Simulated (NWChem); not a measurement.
System: CH6O2Si2; SMILES O=C([SiH3])O[SiH3]

```xyz
11

O     -1.4973     0.1065    -0.0013
C     -0.3238     0.4193    -0.0005
Si     0.3471     2.2282    -0.0012
O      0.6667    -0.5090     0.0012
Si     0.2155    -2.1699     0.0014
H      1.1754     2.4262     1.2145
H     -0.8076     3.1552    -0.0050
H      1.1814     2.4234    -1.2132
H     -0.5457    -2.5128     1.2244
H      1.5251    -2.8614     0.0021
H     -0.5448    -2.5134    -1.2221
```
Atoms are numbered in this order, from 1.

Level: B3LYP/6-31G* (spherical d) (NWChem), optimised geometry, unscaled harmonic frequencies. 

### Question
List the harmonic frequencies with IR intensities, and the thermochemistry.

### Answer
| frequency (cm⁻¹) | IR intensity (km/mol) |
|---|---|
| 28 | 0.2 |
| 98 | 1.2 |
| 128 | 5.8 |
| 194 | 0.0 |
| 223 | 5.8 |
| 410 | 15.0 |
| 439 | 18.0 |
| 627 | 22.0 |
| 663 | 32.7 |
| 690 | 64.7 |
| 741 | 1.9 |
| 758 | 116.9 |
| 851 | 38.3 |
| 904 | 575.7 |
| 943 | 53.4 |
| 949 | 47.7 |
| 956 | 53.3 |
| 967 | 175.3 |
| 968 | 86.1 |
| 1205 | 272.0 |
| 1767 | 169.5 |
| 2265 | 63.2 |
| 2278 | 116.4 |
| 2283 | 64.3 |
| 2297 | 13.4 |
| 2298 | 252.9 |
| 2299 | 159.1 |

```yaml
zero_point_energy: 40.3 kcal/mol
thermal correction to the enthalpy at 298.15 K (with zero-point energy): 45.8 kcal/mol
heat capacity Cv: 26.0 cal/(mol K)
entropy at 298.15 K and 1 atm (symmetry number 1): 88.0 cal/(mol K)
dipole_moment: 1.31 D
```

Rigid rotor and harmonic oscillator; modes under 100 cm⁻¹ make the entropy uncertain.
